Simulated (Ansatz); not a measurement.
Molecule: CH3F2In (charge 0, singlet). SMILES: [CH3][In]([F])[F]
Structure (B3LYP-D3(BJ)/def2-TZVP (Ansatz, a program for electronic structure) minimum search):
```xyz
7

C     -2.1257    -0.3006    -0.0888
In    -0.0099    -0.0016    -0.0012
F      1.3667    -1.3918     0.0705
F      0.9272     1.7171     0.0271
H     -2.3239    -1.2561    -0.5666
H     -2.5698     0.5158    -0.6519
H     -2.5105    -0.3042     0.9288
```
Charge 0, spin multiplicity 1.

Property: vertical triplet-singlet gap (E(triplet) - E(singlet); each state is the SCF solution reached for its spin), in kcal/mol. Correlated levels leave the core frozen unless marked. UHF or UKS for open shells. No spin-orbit coupling. Frozen are the shells of the preceding noble gas and the d and f shells that filled before the atom's block. In def2 rows, elements after Kr have scalar-relativistic effective core potentials. Basis-set limits of correlation are two-point, X^-3; Hartree-Fock from the larger set. [CCSD(T)-MP2]/basis is that difference in the basis named.

```csv
level,program,vertical triplet-singlet gap (kcal/mol),minus last row
HF/def2-SVPD,Ansatz,125.1,-7.5
HF/def2-QZVPPD,Ansatz,119.3,-13.3
PBE/def2-TZVPD,Ansatz,108.2,-24.4
CAM-B3LYP/def2-TZVPD,Ansatz,120.5,-12.1
wB97M-V/def2-TZVPD,Ansatz,126.0,-6.6
B2PLYP/def2-TZVPD,Ansatz,123.1,-9.5
CCSD/def2-TZVPPD,Ansatz,131.9,-0.7
CCSD/def2-QZVPPD,Ansatz,132.4,-0.2
"RI-MP2/CBS(def2-TZVPPD,def2-QZVPPD)+[CCSD(T)-MP2]/def2-TZVPPD",Ansatz,132.7,0.1
"CCSD(T)/CBS(def2-TZVPPD,def2-QZVPPD)",Ansatz,132.6,0.0
```
